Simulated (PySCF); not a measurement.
# CaS: mean field, correlation and small terms against distance

State: ¹Σ⁺, singlet, closed shell. RHF-based CCSD(T) in PySCF 2.14 with Ca cc-pwCVDZ-X2C, S aug-cc-pVDZ-DK and Ca cc-pwCVTZ-X2C, S aug-cc-pVTZ-DK (frozen core orbitals: 10; spin-free X2C with a Gaussian nucleus). Correlation energies are extrapolated as n⁻³ (n = 2, 3), Hartree–Fock as (n+1)·exp(−9√n). CV is the change on freezing 6 orbitals instead, in Ca cc-pwCVTZ-X2C, S cc-pCVTZ-DK. All energies in eV from Ca + S.

| R (Å) | HF/CBS | CCSD corr. | (T) | CV | total |
| --- | --- | --- | --- | --- | --- |
| 2.0341 | -0.279 | -1.800 | -0.2840 | -0.0252 | -2.388 |
| 2.1265 | -0.881 | -1.713 | -0.2836 | -0.0202 | -2.898 |
| 2.2190 | -1.214 | -1.647 | -0.2884 | -0.0162 | -3.166 |
| 2.3114 | -1.346 | -1.601 | -0.2979 | -0.0129 | -3.257 |
| 2.4039 | -1.330 | -1.572 | -0.3119 | -0.0102 | -3.224 |
| 2.5195 | -1.169 | -1.556 | -0.3341 | -0.0075 | -3.067 |
| 2.6350 | -0.909 | -1.561 | -0.3580 | -0.0053 | -2.833 |

A fit to the total gives Re = 2.3280 Å, De = 3.259 eV, ωe = 455.2 cm⁻¹, Be = 0.1751 cm⁻¹ (masses 39.9626 and 31.9721 u).

At R = 2.3114 Å the CCSD correlation energy is -0.364504 hartree in the smaller basis and -0.466981 in the larger. Extrapolate it.

(3³·E3 − 2³·E2)/(3³ − 2³) = -0.51013 hartree; the larger basis holds 91.5 % of it.

The T1 diagnostic is 0.038, large enough to doubt a single reference. The open-shell atoms are computed with UHF. Spin–orbit coupling, excitations beyond (T) and corrections to the Born–Oppenheimer picture are left out.
